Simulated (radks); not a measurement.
Task: Excited configurations of N: one electron is placed in a higher orbital outside [He] 2s2 2p2. The ground configuration is [He] 2s2 2p3. All-electron calculation, scalar-relativistic Kohn-Sham, PBE, spin-polarised, spherical densities, finite nucleus; open shells are filled with parallel spins first; Fermi nuclear charge, rms radius 2.5582 fm. Program: a radial shooting solver on a logarithmic mesh with Libxc functionals. Excitation = E - E(ground); binding = E(ion) - E, where the ion is the core of charge +1; n* = 1/sqrt(2 binding) in atomic units, and the quantum defect is n - n*.

| outer orbital | excitation (eV) | binding (eV) | n* | quantum defect | eigenvalue (eV) | <r> (bohr) |
|---|---|---|---|---|---|---|
| 4s | 12.919 | 1.985 | 2.618 | 1.382 | -1.227 | 11.17 |
| 5d | 14.176 | 0.728 | 4.324 | 0.676 | -0.461 | 28.96 |

Estimate the row for 6s.

Result: excitation (eV) 14.160; binding (eV) 0.744; n* 4.277; quantum defect 1.723; eigenvalue (eV) -0.504; <r> (bohr) 31.03. The Delta-SCF ionisation energy is 14.904 eV (NIST Atomic Spectra Database: 14.534 eV, measured). Self-interaction in the functional shifts the binding energies and quantum defects, so they are the method's values and not measured ones. Open shells are spherical and high-spin; term and fine-structure splittings are not resolved.
